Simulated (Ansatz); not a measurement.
Species: BN₂H₄F, charge 0, singlet. BN2H4F (SMILES NB(N)F).
B3LYP-D3(BJ)/def2-TZVP minimum from Ansatz (a quantum-chemistry and plane-wave program):
```xyz
8

B     -0.0101    -0.0116    -0.0062
F     -0.8331    -0.9610    -0.5147
N     -0.0496     1.2712    -0.5939
H     -0.6642     1.4760    -1.3611
H      0.5148     2.0460    -0.2977
N      0.8237    -0.3782     1.0722
H      1.4694     0.2429     1.5236
H      0.8098    -1.3081     1.4510
```

Total energies in cc-pVDZ, 24 correlated electrons, 4 frozen orbitals. Radicals and triplets start from unrestricted determinants; spin-orbit coupling is neglected. Correlated methods leave the cores frozen. No relativity.

```json
[
 {"method": "HF", "program": "Ansatz", "energy (Eh)": "-235.52048", "minus CCSDT(Q) (mEh)": "650.18"},
 {"method": "MP2", "program": "Ansatz", "energy (Eh)": "-236.12726", "minus CCSDT(Q) (mEh)": "43.39"},
 {"method": "CCSD", "program": "Ansatz", "energy (Eh)": "-236.15461", "minus CCSDT(Q) (mEh)": "16.05"},
 {"method": "CCSD(T)", "program": "Ansatz", "energy (Eh)": "-236.16866", "minus CCSDT(Q) (mEh)": "1.99"},
 {"method": "CCSDT(Q)", "program": "Ansatz", "energy (Eh)": "-236.17066", "minus CCSDT(Q) (mEh)": "0.00"}
]
```

Rough core times of Ansatz's runs on a shared machine: CCSD(T) under 20 s, CCSDT(Q) 5 min.
